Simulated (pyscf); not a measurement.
Structures and frequencies: ωB97X-D3(BJ)/def2-SVP in PySCF. Correlated levels are frozen-core, on RHF or UHF. ΔMP2 is the change of the MP2 total energy from the triple- to the quadruple-zeta basis. Singlets are restricted, triplets unrestricted.

Singlet (Å):
```xyz
6

Si    -0.3159     1.8315     0.6967
Si     0.1315    -0.2141    -0.4254
H      0.9989     1.6566     1.4549
H     -0.9169    -0.6191    -1.4092
H      1.4340    -0.0906    -1.1549
H      0.2645    -1.3056     0.5919
```

Triplet (Å):
```xyz
6

Si     0.0366    -0.3124     1.7646
Si     1.2282    -0.0240    -0.1978
H     -0.7852    -1.5373     2.0154
H      0.3232    -0.0572    -1.3856
H      2.2696    -1.0823    -0.3601
H      1.8903     1.3088    -0.1198
```

Task: For these two minima of :HSi–SiH₃, which spin state lies lower at CCSD(T)/def2-TZVPP + ΔMP2(QZVPP), and by how much (electronic energies)?

Result: The singlet, by 0.60 eV. Zero-point energy shifts E(triplet) − E(singlet) by +0.02 eV. Other isomers of :HSi–SiH₃ [singlet] were not searched in full and may lie lower. 

E(triplet) − E(singlet) by level (eV):

```json
[
 {"level": "ωB97X-D3(BJ)/def2-TZVP", "gap": "+0.63"},
 {"level": "PBE/def2-TZVP", "gap": "+0.45"},
 {"level": "r²SCAN/def2-TZVP", "gap": "+0.22"},
 {"level": "B3LYP-D3(BJ)/def2-TZVP", "gap": "+0.60"},
 {"level": "PBE0-D3(BJ)/def2-TZVP", "gap": "+0.38"},
 {"level": "M06-2X/def2-TZVP", "gap": "+0.53"},
 {"level": "ωB97M-D3(BJ)/def2-TZVP", "gap": "+0.75"},
 {"level": "HF/def2-TZVP", "gap": "-0.11"},
 {"level": "MP2/def2-QZVPP", "gap": "+0.46"},
 {"level": "CCSD/def2-TZVPP", "gap": "+0.54"},
 {"level": "CCSD(T)/def2-TZVPP", "gap": "+0.57"},
 {"level": "CCSD(T)/def2-TZVPP + ΔMP2(QZVPP)", "gap": "+0.60"}
]
```

The triplet is the lowest one reached from the SCF start used. The CCSD(T) − MP2 part came from Ansatz, without density fitting, on the same reference.
